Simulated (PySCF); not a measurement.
F2H4O2Si2.

```xyz
10

O      1.7550     1.1590     0.4183
Si     0.7617    -0.1219     0.1426
F      0.2944    -0.8256     1.5304
F      1.5322    -1.2778    -0.6918
O     -0.5525     0.3974    -0.6734
Si    -2.2297     0.4235    -0.4932
H      2.6410     0.9473     0.7588
H     -2.7598    -0.9793    -0.4067
H     -2.7888     1.1114    -1.7005
H     -2.6003     1.1781     0.7515
```
Charge 0, spin multiplicity 1.

The structure is a stationary point at PBE-D3(BJ)/def2-SVP. This is a generated structure with no PubChem entry under its InChIKey; it may be hypothetical. The values are those of a single conformer.

The numbers are results of PBE/pcSseg-1 run with PySCF, not measurements. Non-relativistic, no solvent.

Computed absolute GIAO shielding of each atom: isotropic value and principal components (ppm):
```tsv
atom	σ(iso)	σ11	σ22	σ33	span
O1	279.1	252.6	264.3	320.3	67.7
Si2	420.2	398.6	411.4	450.7	52.1
F3	311.4	257.2	274.4	402.6	145.4
F4	308.9	257.2	267.3	402.1	144.9
O5	294.5	253.2	293.6	336.5	83.3
Si6	363.5	318.4	326.5	445.7	127.3
H7	29.0	21.3	23.4	42.3	21.0
H8	25.7	22.4	24.3	30.5	8.1
H9	25.9	22.7	24.2	30.9	8.2
H10	25.8	22.4	24.3	30.5	8.1
```
